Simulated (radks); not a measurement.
The numbers below are computed, except where a source is named.
Polarisability of the mercury ion Hg+, [Xe] 4f14 5d10 6s1, at imaginary frequency. Code: a radial shooting solver on a logarithmic mesh with Libxc functionals. Model: scalar-relativistic Kohn-Sham, exchange-only LDA, spin-polarised, spherical densities, finite nucleus; open shells are filled with parallel spins first (spin-orbit coupling, left out, can overturn this in heavy ions); Fermi nuclear charge, rms radius 5.4648 fm. Response by self-consistent Sternheimer equations with the Hartree and adiabatic exchange-only LDA kernel, the relativistic mass of each level held fixed and spin-orbit coupling left out.

w (hartree),alpha1(iw) (bohr^3),alpha2(iw) (bohr^5)
0.00266,19.28,104.1
0.0143,19.25,103.9
0.0360,19.10,102.7
0.0697,18.64,99.10
0.118,17.60,92.43
0.186,15.80,83.01
0.280,13.36,71.40
0.413,10.68,57.83
0.605,8.125,43.34
0.892,5.864,29.77
1.35,3.921,18.57
2.12,2.322,10.25
3.59,1.139,4.698
6.94,0.4259,1.564
17.5,0.1029,0.2862

Static values: alpha1 = 19.28 bohr^3 (2.857 angstrom^3; uncoupled 34.93), alpha2 = 104.2 bohr^5, alpha3 = 1049 bohr^7. C6 = 146.9, C8 = 3824, triple-dipole C9 = 1861 atomic units. One-pole (London) frequency 4 C6 / (3 alpha1^2) = 0.527 hartree, against 0.529 for minus the highest occupied eigenvalue.
